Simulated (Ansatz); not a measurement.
Ansatz results at the PBE0-D4/def2-TZVP geometry: ideal-gas entropy at 298 K and 1 bar (rigid rotor, harmonic PBE0-D4/def2-TZVP) 341 J/(mol·K); LUMO energy (PBE0/def2-TZVPP) -0.33 eV; HOMO–LUMO gap (ωB97M-V/def2-TZVPP) 13.25 eV.

**Question.** Which molecule gave them?
A. `CC(=O)O[SiH3]`
B. `F[SiH](F)[SeH]`
C. `F[Si](F)(Cl)Br`
D. `O=C=N[SiH2]Cl`

**Answer.** C. The others give `F[SiH](F)[SeH]`: 329, -0.39, 11.46; `CC(=O)O[SiH3]`: 337, -0.05, 12.53; `O=C=N[SiH2]Cl`: 345, -0.33, 12.74.
